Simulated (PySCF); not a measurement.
**Zirconium: a sound run and one with changed settings**

Sound run: Zr [Kr] 4d2 5s2, Zr⁺ [Kr] 4d2 5s1. Calculation: PySCF 2.14, in cc-pVDZ-PP with ECP28MDF; a scalar-relativistic core potential. In the sound run the correlated levels freeze 4s2 4p6 outside the core potential. The sound run starts from symmetry-adapted Hartree-Fock orbitals and uses a fine grid where one is needed.

Changed run: initial guess atom, at most 50 SCF cycles.

```
species  method  sound run (hartree)  changed run (hartree)  converged
     Zr     UHF            -46.30208              -46.28262        yes
     Zr    PBE0            -46.73801              -46.72992        yes
     Zr    MN15            -46.66962              -46.67462        yes
    Zr⁺     UHF            -46.10994              -46.07491        yes
    Zr⁺    PBE0            -46.50551              -46.47930        yes
    Zr⁺    MN15            -46.41610              -46.40992        yes
    Zr⁺     MP2            -46.11869              -46.08735        yes
```

Ionisation energy of Zr:

| method | sound run (eV) | changed run (eV) |
| --- | --- | --- |
| MN15 | 6.899 | 7.203 |

The plain start fixes occupations by D2h representation alone, and Zr at UHF, Zr at PBE0, Zr at MN15, Zr⁺ at UHF, Zr⁺ at PBE0, Zr⁺ at MN15 landed in another state (other ⟨L²⟩ or ⟨S²⟩). 

For comparison, NIST gives 6.634 eV between the lowest levels.
